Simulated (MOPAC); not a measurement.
MOPAC input (AM1):

```
AM1 PRECISE GNORM=0.05 LET XYZ GEO-OK AUX(PRECISION=9) THREADS=1
ClLi

Li   -0.00000000 1   -0.00000000 1   -1.71462722 1
Cl    0.00000000 1    0.00000000 1    0.30258127 1
```

Output:

```
 *******************************************************************************
 **                                                                           **
 **                              MOPAC v23.2.5                                **
 **                                                                           **
 *******************************************************************************
 ** MOPAC's Digital Object Identifier: https://doi.org/10.5281/zenodo.6511958 **
 **                                                                           **
 ** Please cite the open-source release paper for use of this MOPAC version:  **
 ** J. E. Moussa and J. J. P. Stewart (2026)                                  **
 ** MOPAC: An open-source semiempirical molecular orbital program             **
 ** J. Open Source Softw., 11(119), 8025, https://doi.org/10.21105/joss.08025 **
 *******************************************************************************

                              AM1 CALCULATION RESULTS

 *******************************************************************************
 *  AM1        - The AM1 Hamiltonian to be used
 *  GEO-OK     - OVERRIDE INTERATOMIC DISTANCE AND OTHER SAFETY CHECKS
 *  LET        - OVERRIDE SOME SAFETY CHECKS
 *  PRECISE    - TIGHTER CRITERIA TO BE USED
 *  XYZ        - CARTESIAN COORDINATE SYSTEM TO BE USED
 *  GNORM      - EXIT WHEN GRADIENT NORM DROPS BELOW 0.050
 *  AUX        - OUTPUT AUXILIARY INFORMATION
 *******************************************************************************
AM1 PRECISE GNORM=0.05 LET XYZ GEO-OK AUX(PRECISION=9) THREADS=1
 ClLi

   ATOM   CHEMICAL          X               Y               Z
  NUMBER   SYMBOL      (ANGSTROMS)     (ANGSTROMS)     (ANGSTROMS)

     1      Li         -0.00000000  *  -0.00000000  *  -1.71462722  *
     2      Cl          0.00000000  *   0.00000000  *   0.30258127  *

          CARTESIAN COORDINATES

    NO.       ATOM           X           Y           Z

     1        Li         -0.0000     -0.0000     -1.7146
     2        Cl          0.0000      0.0000      0.3026

 Li: (AM1): J. J. P. STEWART, J. MOL. MOD., 10, 155-164 (2004)
 Cl: (AM1): M.J.S. DEWAR AND E. G. ZOEBISCH, THEOCHEM, 180, 1 (1988).

           Empirical Formula: Li Cl  =     2 atoms

      MOLECULAR POINT GROUP   :   C*v

      RHF CALCULATION, NO. OF DOUBLY OCCUPIED LEVELS = 4

          Geometry optimization using EF

          DIAGONAL MATRIX USED AS START HESSIAN

 CYCLE:     1  GRAD.:     0.563 HEAT: -46.44435
 CYCLE:     2  GRAD.:     0.668 HEAT: -46.44420
 CYCLE:     3  GRAD.:     0.002 HEAT: -46.44471

     GRADIENT =  0.00199 IS LESS THAN CUTOFF =  0.05000

 -------------------------------------------------------------------------------
 AM1 PRECISE GNORM=0.05 LET XYZ GEO-OK AUX(PRECISION=9) THREADS=1
 ClLi

     GEOMETRY OPTIMISED USING EIGENVECTOR FOLLOWING (EF).
     SCF FIELD WAS ACHIEVED

                              AM1 CALCULATION
                                                       MOPAC v23.2.5 Linux

          FINAL HEAT OF FORMATION =        -46.44471 KCAL/MOL =    -194.32467 KJ/MOL

          COSMO AREA              =         81.00 SQUARE ANGSTROMS
          COSMO VOLUME            =         64.41 CUBIC ANGSTROMS

          GRADIENT NORM           =          0.00199          =       0.00141 PER ATOM
          IONIZATION POTENTIAL    =          9.919470 EV
          HOMO LUMO ENERGIES (EV) =         -9.919  1.347
          NO. OF FILLED LEVELS    =          4
          MOLECULAR WEIGHT        =         42.3930         POINT GROUP:  C*v

          MOLECULAR DIMENSIONS (Angstroms)

            Atom       Atom       Distance
           Cl     2   Li     1     2.01903
           Cl     2   Li     1     0.00000
           Li     1   Cl     2     0.00000

          SCF CALCULATIONS        =          4

   ATOM   CHEMICAL          X               Y               Z
  NUMBER   SYMBOL      (ANGSTROMS)     (ANGSTROMS)     (ANGSTROMS)

     1      Li          0.00000000  *   0.00000000  *  -1.71553893  *
     2      Cl         -0.00000000  *  -0.00000000  *   0.30349298  *

                             CARTESIAN COORDINATES

   1   Li        0.000000000     0.000000000    -1.715538928
   2   Cl       -0.000000000    -0.000000000     0.303492978

           Empirical Formula: Li Cl  =     2 atoms

      MOLECULAR POINT GROUP   :   C*v

                  EIGENVALUES
 -33.32704 -10.81326  -9.91947  -9.91947   1.34668   3.80401   3.80401   4.20588

              NET ATOMIC CHARGES AND DIPOLE CONTRIBUTIONS

  ATOM NO.   TYPE          CHARGE      No. of ELECS.   s-Pop       p-Pop
    1         Li           0.561285        0.4387     0.15150     0.28722
    2         Cl          -0.561285        7.5613     1.96823     5.59305
 DIPOLE           X         Y         Z       TOTAL
 POINT-CHG.     0.000     0.000    -5.443     5.443
 HYBRID        -0.000     0.000    -1.612     1.612
 SUM           -0.000     0.000    -7.055     7.055

          ATOMIC ORBITAL ELECTRON POPULATIONS

     Atom    s        px        py        pz
    1 Li   0.15150   0.05989   0.05989   0.16744
    2 Cl   1.96823   1.94011   1.94011   1.71283

 **********************
 *                    *
 * JOB ENDED NORMALLY *
 *                    *
 **********************

 == MOPAC DONE ==
```
